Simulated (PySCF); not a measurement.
Theory: PySCF 2.14.0, delta-SCF UKS SCAN, pcX-2 on the ionised atom, pcseg-1 elsewhere, spin-free X2C. Geometries: PBE0-D3(BJ)/def2-SVP; isolated species, one conformer each. Values against the vacuum level.

**Question.** Rank by computed C 1s binding energy, lowest first.
A. C2 in `[F:1][C@@H:2]1[CH2:3][C@H:4]1[B:5]1[O:6][CH2:7][CH2:8][O:9]1`
B. C1 in `[CH3:1][S:2](=[O:3])(=[O:4])[C@H:5]1[CH2:6][SiH2:7][NH:8][SiH2:9]1`
C. C2 in `[CH3:1][CH2:2][CH2:3]/[C:4]([SiH3:5])=[CH:6]\[SiH3:7]`
D. Carbon in `C([SiH2]F)=O`
E. C8 in `[CH2:1]=[CH:2][C@@H:3]1[CH2:4][O:5][BH:6][O:7][C@H:8]1[F:9]`

**Answer.** C (290.59 eV), B (291.53 eV), A (292.83 eV), D (293.77 eV), E (294.75 eV).

From the lowest up, the atoms are bonded to: 2 C and 2 H (290.59); S and 3 H (291.53); F, 2 C and H (292.83); O (double bond), H and Si (293.77); F, O, C and H (294.75).

**Question.** Order these sites by rising O 1s binding energy.
A. Oxygen in `F[C@@H]1C[C@H]1B1OCCO1`
B. O4 in `[CH3:1][S:2](=[O:3])(=[O:4])[C@H:5]1[CH2:6][SiH2:7][NH:8][SiH2:9]1`
C. Oxygen in `O=C[SiH2]F`

**Answer.** B (537.17 eV), A (538.58 eV), C (538.91 eV).

From the lowest up, the atoms are bonded to: S (double bond) (537.17); C and B (538.58); C (double bond) (538.91).

**Question.** Rank by computed Si 1s binding energy, lowest first.
A. Si9 in `[CH3:1][S:2](=[O:3])(=[O:4])[C@H:5]1[CH2:6][SiH2:7][NH:8][SiH2:9]1`
B. Si5 in `[CH3:1][CH2:2][CH2:3]/[C:4]([SiH3:5])=[CH:6]\[SiH3:7]`
C. Silicon in `O=C[SiH2]F`

**Answer.** B (1846.25 eV), A (1846.88 eV), C (1848.40 eV).

From the lowest up, the atoms are bonded to: C and 3 H (1846.25); N, C and 2 H (1846.88); F, C and 2 H (1848.40).

1 of these hole states is spin-contaminated (⟨S²⟩ 0.89, against 0.75; counted from 0.85) and less certain.
